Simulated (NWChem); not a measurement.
C=[CH][Al]([NH2])[F] (C2H5AlFN), optimised at PBE0/def2-SVP with NWChem:

| Item | Value |
|---|---|
| highest occupied level (eV) | -7.31 |
| orbital gap (eV) | 6.58 |
| dipole (D) | 2.45 |
| highest harmonic frequency (cm⁻¹) | 3717 |
| zero-point energy (kcal/mol) | 44.1 |

All stand in one matching conformer (torsions within 35°), which need not be the lowest.

One F atom is replaced by Cl, giving C=[CH][Al]([NH2])[Cl] (C2H5AlClN), optimised at the same level. How do these values move?


```tsv
quantity	new value	change
highest occupied level (eV)	-7.38	-0.07
orbital gap (eV)	6.49	-0.09
dipole (D)	2.58	+0.13
highest harmonic frequency (cm⁻¹)	3715	-2
zero-point energy (kcal/mol)	43.5	-0.6
```
